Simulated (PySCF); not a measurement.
# Which orbitals make which state

Compound: C₆H₉N.
SMILES: `C=CC(=C)/C=N\C`

Method: PySCF, TDDFT wB97X-D/def2-SVPD, vertical, gas phase, core orbitals frozen in the response. Isolated species at its GFN2-xTB geometry (one conformer only). Torsions of this conformer, `[CH2:1]=[CH:2][C:3](=[CH2:4])/[CH:5]=[N:6]\[CH3:7]`: C1–C2–C3–C4 -171°, C2–C3–C5–N6 -119°.

Orbital energies (eV): HOMO-3 -11.55, HOMO-2 -10.39, HOMO-1 -8.92, HOMO -8.82, LUMO 0.53, LUMO+1 1.71, LUMO+2 2.40.

Problem. Among the lowest singlets, which states do these configurations lead, and at what energies: HOMO-1→LUMO+2, HOMO→LUMO+2, HOMO-2→LUMO?

Solution. 

```tsv
state	leading configuration	weight	Δε (eV)	E (eV)	E − Δε (eV)	f	other configurations
S5	HOMO-2→LUMO	0.95	10.92	6.68	-4.23	0.100	–
S6	HOMO→LUMO+2	0.73	11.22	7.19	-4.03	0.0036	H-1→L+2 (8%)
S7	HOMO-1→LUMO+2	0.60	11.32	7.28	-4.04	0.0043	H→L+3 (16%), H-1→L+3 (10%)
```

E − Δε runs from -4.23 to -4.03 eV. Among themselves, these states come in the order of their orbital differences. Δε is the difference of the two orbital energies.

H and L stand for HOMO and LUMO. The other states: S1 4.68 eV, f 0.0029, H-1→L (30%), H-1→L+1 (28%), H→L (21%); S2 5.61 eV, f 0.015, H-1→L+1 (32%), H→L (31%), H-1→L (16%); S3 5.75 eV, f 0.364, H-1→L (48%), H→L (41%), H→L+1 (8%); S4 6.25 eV, f 0.175, H→L+1 (56%), H-1→L+1 (33%); S8 7.60 eV, f 0.0083, H-3→L (53%), H→L+5 (19%), H-1→L+5 (10%).

Triplets (Tamm–Dancoff): T1 3.33 eV, H→L (62%), H-1→L (30%); T2 4.01 eV, H-1→L+1 (39%), H→L+1 (23%), H-1→L (22%); T3 4.81 eV, H-2→L (25%), H-2→L+1 (21%), H→L+1 (18%).

Summed over the main configurations (up to three a state, each over 8%) of all 8 singlets, the electron leaves HOMO-1 with weight 2.75, HOMO with weight 2.64, HOMO-2 with weight 0.95 and HOMO-3 with weight 0.53.
